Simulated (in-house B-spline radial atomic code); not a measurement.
Configurations of Mn4+, with energies counted from [Ar] 3d3. All numbers are computed (scalar-relativistic (X2C) HSE06, spin-polarised, spherical fractional occupations, exact exchange averaged over the configuration; Fermi nucleus of rms radius 3.7057 fm) with an all-electron radial atomic-structure program (B-spline basis), not measured. Shells without spins written out take the highest spin.

Occupations are held fixed; configurations that lie above the ionisation limit could autoionise.

```
       configuration  E - E(ref) (eV)  highest orbital  its <r> (bohr)
    [Ne] 3s2 3p5 3d4           44.764            3d up          0.9508
        [Ar] 3d2 4f1           50.541            4f up           3.367
[Ne] 3s2 3p5 3d3 4s1           67.748            4s up           2.068
```

**Question.** Order these further configurations by energy, lowest first.
A. [Ar] 3d2 4p1
B. [Ar] 3d2 4s1
C. [Ne] 3s2 3p5 3d3 4p1
D. [Ne] 3s2 3p5 3d3 4f1

**Answer.** B (21.821 eV), A (30.084 eV), C (76.077 eV), D (96.755 eV).
